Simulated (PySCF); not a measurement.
CH7FGeN2O (SMILES C[O][Ge]([NH2])([NH2])[F]), singlet, geometry from GFN2-xTB; DF-PBE/6-31G** run with PySCF.

The PySCF input:
```python
from pyscf import gto, scf, dft

mol = gto.M(
    atom='''
C     2.423487   -0.117250    0.593431
O     1.139744   -0.716752    0.570257
Ge   -0.315457    0.004374   -0.036346
N    -0.496612    1.731673    0.465851
N    -1.608547   -1.183912    0.388869
F    -0.180498    0.172908   -1.798961
H     2.376003    0.924255    0.915176
H     2.885369   -0.161792   -0.394132
H     3.023540   -0.690719    1.301392
H    -0.930529    2.330012   -0.222439
H    -0.948141    1.873926    1.357832
H    -2.362432   -1.257952   -0.280465
H    -1.247469   -2.110684    0.570690
''',
    basis='6-31g**',
    charge=0,
    spin=0,
    verbose=4,
    max_memory=1800,
)

mf = dft.RKS(mol)
mf.xc = 'pbe'
mf = mf.density_fit(auxbasis='def2-universal-jkfit')
mf.kernel()
```

Output, abridged:

```
PySCF version 2.14.0

[INPUT] verbose = 4
[INPUT] num. atoms = 13
[INPUT] num. electrons = 76
[INPUT] charge = 0
[INPUT] spin (= nelec alpha-beta = 2S) = 0
[INPUT] symmetry False subgroup None
[INPUT] Mole.unit = angstrom
[INPUT] Symbol           X                Y                Z      unit          X                Y                Z       unit  Magmom
[INPUT]  1 C      2.423487000000  -0.117250000000   0.593431000000 AA    4.579726696444  -0.221570388105   1.121422063827 Bohr   0.0
[INPUT]  2 O      1.139744000000  -0.716752000000   0.570257000000 AA    2.153804012116  -1.354464979234   1.077629550616 Bohr   0.0
[INPUT]  3 Ge    -0.315457000000   0.004374000000  -0.036346000000 AA   -0.596127334077   0.008265662069  -0.068683985723 Bohr   0.0
[INPUT]  4 N     -0.496612000000   1.731673000000   0.465851000000 AA   -0.938460670173   3.272387707304   0.880330804855 Bohr   0.0
[INPUT]  5 N     -1.608547000000  -1.183912000000   0.388869000000 AA   -3.039713288491  -2.237269435586   0.734855908333 Bohr   0.0
[INPUT]  6 F     -0.180498000000   0.172908000000  -1.798961000000 AA   -0.341091786032   0.326748764746  -3.399543598774 Bohr   0.0
[INPUT]  7 H      2.376003000000   0.924255000000   0.915176000000 AA    4.489994941145   1.746588819260   1.729431995775 Bohr   0.0
[INPUT]  8 H      2.885369000000  -0.161792000000  -0.394132000000 AA    5.452557178310  -0.305742569146  -0.744801536927 Bohr   0.0
[INPUT]  9 H      3.023540000000  -0.690719000000   1.301392000000 AA    5.713662526667  -1.305269739033   2.459274460700 Bohr   0.0
[INPUT] 10 H     -0.930529000000   2.330012000000  -0.222439000000 AA   -1.758444960965   4.403084546950  -0.420348789422 Bohr   0.0
[INPUT] 11 H     -0.948141000000   1.873926000000   1.357832000000 AA   -1.791726817471   3.541206917702   2.565930603170 Bohr   0.0
[INPUT] 12 H     -2.362432000000  -1.257952000000  -0.280465000000 AA   -4.464349467908  -2.377184757849  -0.530002037526 Bohr   0.0
[INPUT] 13 H     -1.247469000000  -2.110684000000   0.570690000000 AA   -2.357374758885  -3.988614695501   1.078447802028 Bohr   0.0

nuclear repulsion = 538.491173705892
number of shells = 63
number of NR pGTOs = 279
number of NR cGTOs = 137
basis = 6-31g**
ecp = {}

******** <class 'pyscf.df.df_jk.DFRKS'> ********
method = DFRKS
initial guess = minao
damping factor = 0
level_shift factor = 0
DIIS = <class 'pyscf.scf.diis.CDIIS'>
diis_start_cycle = 1
diis_space = 8
diis_damp = 0
SCF conv_tol = 1e-09
SCF conv_tol_grad = None
SCF max_cycles = 50
direct_scf = False
XC library pyscf.dft.libxc version 7.1.2
    S. Lehtola, C. Steigemann, M. J. T. Oliveira, and M. A. L. Marques,  SoftwareX 7, 1–5 (2018)
XC functionals = pbe
    J. P. Perdew, K. Burke, and M. Ernzerhof,  Phys. Rev. Lett. 77, 3865 (1996)
    J. P. Perdew, K. Burke, and M. Ernzerhof,  Phys. Rev. Lett. 78, 1396 (1997)
    J. P. Perdew, K. Burke, and M. Ernzerhof,  Phys. Rev. Lett. 77, 3865 (1996)
    J. P. Perdew, K. Burke, and M. Ernzerhof,  Phys. Rev. Lett. 78, 1396 (1997)
radial grids:
    Treutler-Ahlrichs [JCP 102, 346 (1995); DOI:10.1063/1.469408] (M4) radial grids

becke partition: Becke, JCP 88, 2547 (1988); DOI:10.1063/1.454033
pruning grids: <function nwchem_prune>
grids dens level: 3
symmetrized grids: False
atomic radii adjust function: <function treutler_atomic_radii_adjust>
small_rho_cutoff = 0
Set gradient conv threshold to 3.16228e-05
Initial guess from minao.
tot grids = 159568
init E= -2402.77953443448
  HOMO = -0.318107396193731  LUMO = -0.0680243829688862  gap/eV = 6.80511
cycle= 1 E= -2402.7307705126  delta_E= 0.0488  |g|= 1.26  |ddm|= 3.48
  HOMO = -0.0682830287854124  LUMO = 0.0355392640144663  gap/eV = 2.82515
cycle= 2 E= -2401.86977939567  delta_E= 0.861  |g|= 2.51  |ddm|= 3.15
  HOMO = -0.196386860100782  LUMO = -0.00240205766967971  gap/eV = 5.27860
cycle= 3 E= -2402.98220324562  delta_E= -1.11  |g|= 0.33  |ddm|= 2.38
  HOMO = -0.220199163390207  LUMO = -0.00982046102762002  gap/eV = 5.72470
cycle= 4 E= -2403.00181302961  delta_E= -0.0196  |g|= 0.12  |ddm|= 0.35
  HOMO = -0.218247206586861  LUMO = -0.00986077125158102  gap/eV = 5.67048
cycle= 5 E= -2403.00463677937  delta_E= -0.00282  |g|= 0.0254  |ddm|= 0.108
  HOMO = -0.217941315270816  LUMO = -0.00887707926924719  gap/eV = 5.68893
cycle= 6 E= -2403.00476643368  delta_E= -0.00013  |g|= 0.00768  |ddm|= 0.0294
  HOMO = -0.218138557868792  LUMO = -0.00893760161551338  gap/eV = 5.69265
cycle= 7 E= -2403.00477701962  delta_E= -1.06e-05  |g|= 0.00306  |ddm|= 0.00812
  HOMO = -0.218014597461247  LUMO = -0.00895197259501535  gap/eV = 5.68888
cycle= 8 E= -2403.00477869797  delta_E= -1.68e-06  |g|= 0.000763  |ddm|= 0.00282
  HOMO = -0.21803817843713  LUMO = -0.00896005126103816  gap/eV = 5.68931
cycle= 9 E= -2403.00477880832  delta_E= -1.1e-07  |g|= 0.000204  |ddm|= 0.000612
  HOMO = -0.218034358417039  LUMO = -0.00895300133215882  gap/eV = 5.68939
cycle= 10 E= -2403.00477881888  delta_E= -1.06e-08  |g|= 2.74e-05  |ddm|= 0.000223
  HOMO = -0.218039204148289  LUMO = -0.00895551152379337  gap/eV = 5.68946
cycle= 11 E= -2403.00477881896  delta_E= -8.55e-11  |g|= 2.23e-05  |ddm|= 4.19e-05
  HOMO = -0.218034237060094  LUMO = -0.00895392222359881  gap/eV = 5.68937
Extra cycle  E= -2403.00477881859  delta_E= 3.73e-10  |g|= 4.55e-05  |ddm|= 5.61e-05
converged SCF energy = -2403.00477881859
```
